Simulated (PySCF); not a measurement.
Compound: C5H2F3 (charge -1).
InChI=1S/C5H2F3/c1-2-3-4-5(6,7)8/h3-4H/q-1/b4-3-

All values: B3LYP/def2-SVPD (PySCF, non-relativistic), on one gas-phase PBE0-D3(BJ)/def2-SVP geometry that isn't relaxed in the solvent. The solvent is an IEF-PCM continuum (Bondi radii, 1.10 Å for H, scaled by 1.2), and excitations are vertical TDDFT with non-equilibrium linear response and a frozen core. Specific hydrogen bonds and non-electrostatic terms are outside this model.

| run | E − E(gas) (kJ/mol) | HOMO (eV) | HOMO–LUMO gap (eV) | lowest singlet (eV) | static polarisability (au) |
| --- | --- | --- | --- | --- | --- |
| gas | 0.00 | -1.67 | 4.58 | 3.31 | 80.3 |
| P | -189.31 | -5.16 | 4.76 | 3.63 | 99.4 |
| Q | -216.71 | -5.63 | 4.81 | 3.71 | 103.9 |

Q: The runs were made in chloroform and dichloromethane. Which run belongs to which solvent?

A: P = chloroform, Q = dichloromethane. The dielectric constants are 4.711 (chloroform), 8.93 (dichloromethane), and the energy falls further as ε rises. The optical constants n² used for the excitations are 2.09, 2.03 in the same order. In this model the ground state sees the solvent through ε alone.

Q: How constant is the ratio of the lowering to 1 − 1/ε?

A: 
| solvent | 1 − 1/ε | E − E(gas) (kJ/mol) | ratio (kJ/mol) | polarisation term (kJ/mol) |
| --- | --- | --- | --- | --- |
| chloroform | 0.788 | -189.31 | -240.3 | -199.78 |
| dichloromethane | 0.888 | -216.71 | -244.0 | -232.22 |

The ratio changes by +1.5 % in size from chloroform to dichloromethane. The polarisation term is half the interaction of the solute with the induced surface charges.

Hardware: Intel Xeon Platinum 8488C, one thread, no GPU, shared host. Cost: 29 s wall, 0.84 GiB resident at most. This is the whole response run at B3LYP/def2-SVPD in dichloromethane, SCF included.

Shape of the structure used: `[C-:1]#[C:2]/[CH:3]=[CH:4]\[C:5]([F:6])([F:7])[F:8]`: C3–C4–C5–F6 -170°.
